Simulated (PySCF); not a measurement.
C2H5ClGaN, SMILES C=[CH][Ga]([NH2])[Cl].

The structure is a stationary point at r2SCAN-D4/def2-SVP. The structure was generated by enumeration; whether it is a known compound was not checked. Other conformers were not sampled.

Two levels are set side by side: PBE/def2-TZVP (PySCF) and M06-2X/def2-TZVP (PySCF). Same geometry, gas phase. Differences are taken from unrounded values.

```
quantity                     M06-2X    PBE  PBE minus M06-2X
---------------------------  ------  -----  ----------------
orbital gap (eV)               8.42   4.01             -4.41
highest occupied level (eV)   -8.94  -6.15              2.79
lowest empty level (eV)       -0.52  -2.14             -1.62
dipole moment (D)              3.03   2.98             -0.05
mean polarisability (bohr³)    68.0   72.5               4.5
```

Without exact exchange PBE keeps part of each electron's self-repulsion, which lifts occupied levels and narrows the gap. Loosely held outer electrons make PBE densities more polarisable. Differences between two approximate levels are no errors against the true value.

Rough cost on one machine, each run with all the roots and properties that it gave: M06-2X against PBE about 3 times.
